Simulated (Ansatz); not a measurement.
`BC[SiH2][SiH3]` + `CNBO` → `BC[SiH2]O` + `CNB[SiH3]`  (redistribution)

Calculated with Ansatz (gas phase, PBE0-D4/def2-TZVP geometries, no zero-point term in ΔE). CCSD(T)/CBS is the MP2 limit (def2-TZVPP, def2-QZVPP) plus CCSD(T) − MP2 in def2-TZVPP, frozen cores. DFT in def2-TZVPP. B3LYP here is the variant with VWN-RPA as its local correlation; programs differ in this. One conformer a species, not always the lowest.

| level | ΔE (kJ/mol) |
| --- | --- |
| revPBE-D4 | 44.5 |
| BHLYP-D4 | 37.9 |
| ωB97M-V | 36.0 |
| revPBE | 41.3 |
| B3LYP | 34.7 |
| CCSD(T)/def2-SVP | 59.1 |
| MP2/def2-TZVPP | 32.7 |
| MP2/CBS(def2) | 31.5 |

**Question.** What does CCSD(T)/CBS give? (Estimate.)

**Answer.** Computed: +33.3 kJ/mol. The listed levels differ from it by 11.2, 4.6, 2.7, 8.0, 1.4, 25.8, -0.6, -1.8 kJ/mol.

Largest T1 diagnostic among the species: 0.014.

The D4 term adds +3.6 kJ/mol with B3LYP and +2.1 kJ/mol with PBE0; it sums over pairs of atoms, weighted by their polarisabilities, and B3LYP, whose exchange is more repulsive, gets the larger term. At CCSD(T), def2-SVP lies +25.8 kJ/mol from the extrapolated value and def2-TZVPP +1.2 kJ/mol. Leaving LDA and LC-ωPBE aside and taking each functional with its dispersion term where it has one, the values, not all of them listed here, spread over 12.7 kJ/mol, from B2PLYP to PBE-D4. LDA lies +6.4 kJ/mol from PBE without D4.

CCSD(T)/CBS has its own doubt, a few kJ/mol and more with outer-core shells, so smaller differences from it don't rank the levels.
